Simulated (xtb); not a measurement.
Here is a job for xtb.
```
$ xtb mol.xyz --gfn 2 --uhf 1 --alpb methanol --json

# file mol.xyz
3

O     -1.19502904    -0.51179322     0.02875724
S     -0.14028508     0.46479902     0.00071897
F      1.31164375    -0.37138205    -0.02684017
```

**Question.** What dipole moment does GFN2-xTB with ALPB(methanol) run with xtb 6.7.1 give?

**Answer.** 2.97 D

**Question.** Predict the total energy from GFN2-xTB with ALPB(methanol).

**Answer.** -327.1447 eV

**Question.** What is the computed partial charges in atom order (GFN2-xTB with ALPB(methanol))?

**Answer.** O1 -0.47, S2 0.79, F3 -0.33
